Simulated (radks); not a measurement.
Fractional charge and spin in the 5p shell of platinum: the spin-up occupation runs from 2 to 3 and the spin-down occupation from 2 to 3; the fullest corner is Pt2+, [Kr] 4d10 4f14 5s2 5d(up 4, down 4) 5p(up 3, down 3). Method: scalar-relativistic Kohn-Sham, SCAN, spin-polarised, spherical densities, finite nucleus; meta-GGA in the generalised Kohn-Sham scheme; Fermi nuclear charge, rms radius of each element as measured or else 0.836 A^(1/3) + 0.57 fm; computed with a radial shooting solver on a logarithmic mesh with Libxc functionals. Energy (eV) above the fullest corner. The planes named below are the two flat planes that join the four corners, with an edge along up + down = one added electron.

\begin{tabular}{lrrrrr}
down \ up & 2 & 2.25 & 2.5 & 2.75 & 3 \\ \hline
2 & 187.992 & 160.863 & 134.698 & 109.509 & 85.278 \\
2.25 & 160.863 & 134.866 & 109.832 & 85.752 & 62.615 \\
2.5 & 134.698 & 109.832 & 85.912 & 62.921 & 40.856 \\
2.75 & 109.509 & 85.752 & 62.921 & 41.002 & 19.991 \\
3 & 85.278 & 62.615 & 40.856 & 19.991 & 0.000 \\
\end{tabular}

Corners above the fullest one (they belong to Pt3+ and the next ion): (up 3, down 2) 85.278 eV, (up 2, down 3) 85.278 eV, (up 2, down 2) 187.99 eV. With half an added electron in each spin the energy lies 0.634 eV from the planes, and with half an added electron in spin up alone -1.937 eV. The planes are only a guide here: the flat-plane condition holds for ground states with one frontier orbital, while this shell lies below other occupied shells, so the corners above the fullest one are inner-hole states and not the ground states of those ions.
